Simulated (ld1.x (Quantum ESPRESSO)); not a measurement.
Zr (Z = 40), RRKJ: configuration errors across variants

ld1.x (Quantum ESPRESSO) 7.5 input, shortened:

```
&input
   title='Zr', zed=40., rel=1, dft='PBE', iswitch=3,
   config='[Kr] 4d2 5s1 5p0'
 /
 &inputp
   pseudotype=2, tm=.false., lloc=0,
   nlcc=.false.
 /
3
4P  2  1   6.00   0.00  1.55  1.55  0.0
4D  3  2   2.00   0.00  1.90  1.90  0.0
4S  1  0   2.00   0.00  1.65  1.65  0.0
 &test
   configts(1)='4s2 4p6 4d2 5s1 5p0'
 /
```

Occupied shells without a wave of their own: 5s. They enter only through the test configuration that unscreens the potential.

All-electron excitation energies from the reference (eV): (1) 4s2 4p6 4d2 5s2 5p0 -7.137; (2) 4s2 4p6 4d2 5s0 5p0 12.940; (3) 4s2 4p6 4d1 5s0 5p0 35.567; (4) 4s2 4p6 4d2.5 5s1.5 5p0 -6.623; (5) 4s2 4p6 4d2 5s1 5p1 -4.096; (6) 4s2 4p6 4d3 5s1 5p0 -5.942; (7) 4s1 4p6 4d2 5s2 5p0 53.389.

For the base: The 5s level has no wave, so the channel is fitted at the deeper level alone: the likely source of the large errors.

The file “base” misses its own reference levels by 0.5 eV. The file “wave 4d (bound): rc 1.90 bohr becomes 4d (bound): rc 1.24 bohr” misses its own reference levels by 0.5 eV. The file “wave 4d (bound): rc 1.90 bohr becomes 4d (bound): rc 1.54 bohr” misses its own reference levels by 0.5 eV. The file “wave 4d (bound): rc 1.90 bohr becomes 4d (bound): rc 1.96 bohr” misses its own reference levels by 0.5 eV. The file “wave 4d (bound): rc 1.90 bohr becomes 4d (bound): rc 2.26 bohr” misses its own reference levels by 0.5 eV. The file “wave 4d (bound): rc 1.90 bohr becomes 4d (bound): rc 2.44 bohr” misses its own reference levels by 0.5 eV.

Errors AE − PS in meV (a dash: test not solved or not reliable):

```tsv
change	(1)	(2)	(3)	(4)	(5)	(6)	(7)	bound ghosts
base	+368	-617	-869	+171	+77	+8.3	+740	none
wave 4d (bound): rc 1.90 bohr becomes 4d (bound): rc 1.24 bohr	+368	-616	-867	+172	+77	+9.0	+766	none
wave 4d (bound): rc 1.90 bohr becomes 4d (bound): rc 1.54 bohr	+368	-617	-869	+171	+77	+8.5	+752	none
wave 4d (bound): rc 1.90 bohr becomes 4d (bound): rc 1.96 bohr	+368	-617	-869	+171	+77	+8.3	+737	none
wave 4d (bound): rc 1.90 bohr becomes 4d (bound): rc 2.26 bohr	+368	-618	-868	+171	+78	+8.1	+713	none
wave 4d (bound): rc 1.90 bohr becomes 4d (bound): rc 2.44 bohr	+368	-618	-865	+171	+78	+8.2	+691	none
```

**Question.** Give the same row for: wave 4d (bound): rc 1.90 bohr becomes 4d (bound): rc 2.82 bohr.

**Answer.** +367, -623, -843, +170, +78, +11, +631; bound ghosts: none.
